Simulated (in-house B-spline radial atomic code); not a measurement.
The calcium ion Ca²⁺: [He] 2s2 2p5 3s2 3p6 6d1 (an excited or competing configuration)

Level of theory: Dirac-Hartree-Fock, average of configuration, Fermi nucleus of rms radius 3.4776 fm; calculated with an all-electron radial atomic-structure program (B-spline basis).

Screening seen three ways: the hydrogenic charge with the same mean radius, Z_r = [3n² - l(l+1)]/(2<r>), the one with the same energy, Z_e = n√(-2ε), and Slater's rules. Values are occupation-weighted means over j.

| shell | electrons | ε (eV) | <r> (bohr) | Z_r | Z_e | Slater |
| --- | --- | --- | --- | --- | --- | --- |
| 1s | 2 | -4168.5 | 0.07669 | 19.56 | 17.50 | 19.70 |
| 2s | 2 | -518.93 | 0.3554 | 16.88 | 12.35 | 16.20 |
| 2p | 5 | -436.29 | 0.3233 | 15.47 | 11.33 | 16.20 |
| 3s | 2 | -95.962 | 1.086 | 12.43 | 7.97 | 9.60 |
| 3p | 6 | -69.933 | 1.153 | 10.84 | 6.80 | 9.60 |
| 6d | 1 | -4.1716 | 13.73 | 3.71 | 3.32 | 3.00 |

The least bound orbital is 6d5/2 at -4.171 eV, and it is also the most diffuse (<r> = 13.73 bohr). The part-filled 2p shell lies below the filled 3p shell in orbital energy.

Spin-orbit splittings of the orbital energies (j = l + 1/2 above j = l - 1/2 when positive): 2p 3.929 eV, 3p 0.5035 eV, 6d 0.001357 eV.

For the 1s electron the small component carries 0.512 % of the norm, the zero-frequency Breit interaction raises the level by 3.555 eV, self-energy by 1.669 eV, and vacuum polarisation lowers it by 0.1234 eV.
